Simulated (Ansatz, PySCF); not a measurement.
The pair A = SiH4 (SMILES [SiH4]) (first 5 atoms), B = C2H6O (SMILES CCO); geometry from B3LYP-D3(BJ)/def2-TZVP.
(charge 0, multiplicity 1):
```tsv
atom	x (Å)	y (Å)	z (Å)
Si	-0.0535	-0.0674	-0.0831
H	-1.2349	0.1941	0.7671
H	-0.3987	0.3154	-1.4767
H	0.3081	-1.4990	-0.0665
H	1.0879	0.7688	0.3487
C	0.1063	1.3019	3.8895
C	-0.2657	-0.1643	3.7602
O	0.5439	-0.8583	2.8116
H	-0.5568	1.8056	4.5965
H	0.0317	1.8051	2.9249
H	1.1301	1.4155	4.2569
H	-0.2146	-0.6613	4.7364
H	-1.2870	-0.2686	3.3924
H	1.4691	-0.7519	3.0588
```

Frozen-core correlation. MP2 and its Hartree–Fock in aug-cc-pV(T+d)Z are density fitted. Rows in 6-31G* carry no dispersion term and start afresh at each structure (6-31G* with six Cartesian d functions).

Codes used: Ansatz (a quantum-chemistry and plane-wave program) with Gaussian orbitals; PySCF for 6-31G* rows. Each number belongs to the level named beside it.

Total energies (hartree), monomers frozen at their geometry in the pair:

```csv
structure,B3LYP/6-31G*,B3LYP/def2-TZVPPD,MP2/aug-cc-pV(T+d)Z
AB,-446.9209101,-447.0320727,-446.1717512
A in the pair's basis,-291.8837232,-291.9171613,-291.4095845
B in the pair's basis,-155.0372676,-155.1146446,-154.7581902
A,-291.8834335,-291.9170876,-291.4090828
B,-155.0340083,-155.1146057,-154.7578029
```

Work out the interaction energy without and with the counterpoise correction, and the superposition error, for each level.


E(AB) − E(A) − E(B), times 627.509 kcal/mol, with the monomers in their own basis and then in the pair's basis:
- B3LYP/6-31G*: -2.18 uncorrected, 0.05 corrected; the monomers gain 2.23 kcal/mol from borrowed functions
- B3LYP/def2-TZVPPD: -0.24 uncorrected, -0.17 corrected; the monomers gain 0.07 kcal/mol from borrowed functions
- MP2/aug-cc-pV(T+d)Z: -3.05 uncorrected, -2.50 corrected; the monomers gain 0.56 kcal/mol from borrowed functions
